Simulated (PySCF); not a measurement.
Gas-phase reaction: TaOF₃ + 3 F → TaF₅ + FO

Computed with PySCF and rigid-rotor harmonic-oscillator thermochemistry at 1 bar. † marks an energy on the PBE0/def2-TZVP geometry and frequencies; other levels use their own. CCSD(T) freezes the core. Open shells (unrestricted): F (multiplicity 2), FO (multiplicity 2); the rest are closed-shell singlets. Spin-orbit splitting is ignored; it lowers the true energy and changes the entropy of F, FO. B3LYP is the form with VWN-RPA correlation. Ta: scalar-relativistic def2 core potential, no spin-orbit coupling. TaOF₃: computed as isolated molecules; such fragments, hydroxides, amides, oligomers or adducts are transient or little studied in the gas. CCSD(T) isn't extrapolated to the basis-set limit. Warning, large T1 diagnostic: TaOF₃ (CCSD(T)/def2-SVP†).

B3LYP/def2-TZVP† gives ΔH°(298 K) = -594 kJ.

**Question.** What do CCSD(T)/def2-SVP†, CCSD(T)/def2-TZVPP†, PBE0/def2-TZVP give?

**Answer.** CCSD(T)/def2-SVP†: -532 kJ; CCSD(T)/def2-TZVPP†: -564 kJ; PBE0/def2-TZVP: -588 kJ. For scale, ΔH°(298 K) is -594 kJ at this level, -607 kJ at ωB97M-V/def2-TZVP†, and runs from -846 to -284 kJ over the 18 levels computed.
